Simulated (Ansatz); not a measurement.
Consider the atomization: `FB[CH2][GaH][F]` → B• + C• + 2 F• + Ga• + 4 H•.

Program: Ansatz. Geometries: PBE0-D4/def2-TZVP. ΔE: electronic, gas phase. CCSD(T)/CBS adds triple-zeta CCSD(T) − MP2 to the extrapolated MP2 energy (def2 sets, frozen cores). This one scheme is used for every species, atoms too. For atomizations the MP2-based limit and the directly extrapolated one differ by several kJ/mol either way, and by 10 to 25 for some Ge, Se and Sn compounds, so smaller differences from it don't rank the levels. DFT in def2-TZVPP. B3LYP here is the variant with VWN-RPA as its local correlation; programs differ in this. No spin–orbit coupling; open shells (•) take unrestricted orbitals. Spin–orbit coupling would lower the free atoms: a little for B, C, F; clearly for Ga. For Ga outer-core shells are correlated without core-valence functions, so the limit isn't a true one: a few kJ/mol of doubt a bond, and 10 to 20 or more in all where bonds break to atoms. Scalar relativity is left out up to krypton. One conformer a species, not always the lowest.

Problem. What is ΔE at CCSD(T)/CBS? (Estimate.)

Solution. Ansatz gave: +3316.5 kJ/mol.

Problem. What do these levels give: LDA (SPW92), B97M-V, PBE0-D4, B3LYP-D4, BHLYP-D4, ωB97X-V, ωB97M-V, r2SCANh, BHLYP, MP2/def2-SVP, CCSD(T)/def2-SVP, HF/def2-QZVPP? (Estimate.)

Solution. Ansatz gave: LDA (SPW92) 3788.0, B97M-V 3330.1, PBE0-D4 3309.1, B3LYP-D4 3297.3, BHLYP-D4 3210.6, ωB97X-V 3323.0, ωB97M-V 3316.6, r2SCANh 3312.1, BHLYP 3190.2, MP2/def2-SVP 3258.7, CCSD(T)/def2-SVP 3172.5, HF/def2-QZVPP 2521.9 kJ/mol.

Largest T1 diagnostic among the species: 0.014.

From BLYP to BHLYP (50 % exact exchange), in def2-TZVPP and without D4, ΔE moves by −68.5 kJ/mol: exact exchange takes away binding that semilocal exchange gives to molecules. In def2-TZVPP, CCSD(T) changes the Hartree–Fock value by +735.0 kJ/mol (the triples alone add +45.7 kJ/mol) and MP2 by +826.6 kJ/mol; breaking electron pairs costs correlation energy, which Hartree–Fock lacks.
